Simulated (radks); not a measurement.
The numbers below are computed, except where a source is named.
Problem. Coherent X-ray form factor from a spherical all-electron density. Level of theory: Dirac Kohn-Sham, PBE, spin-unpolarised, spherical densities, point nucleus (a radial shooting solver on a logarithmic mesh with Libxc functionals).

| sin(theta)/lambda (1/angstrom) | f0 (electrons) |
|---|---|
| 0.05 | 25.765 |
| 0.1 | 25.084 |
| 0.15 | 24.027 |
| 0.2 | 22.691 |
| 0.25 | 21.182 |
| 0.3 | 19.595 |
| 0.4 | 16.491 |
| 0.5 | 13.777 |
| 0.6 | 11.597 |
| 0.8 | 8.723 |
| 1 | 7.188 |
| 1.25 | 6.109 |
| 1.5 | 5.306 |
| 2 | 3.859 |

The species is in the configuration that NIST lists as its ground one. Which atom or ion scatters so?

Solution. The copper ion Cu3+, [Ar] 3d8. Extrapolating in s^2 from the first two rows gives f0(0) = 26.0, near the electron count 26; among species with that count, the fall with angle is slower the higher Z, and the table is that of Z = 29; from so few rows the species is fixed only to a neighbour or two.
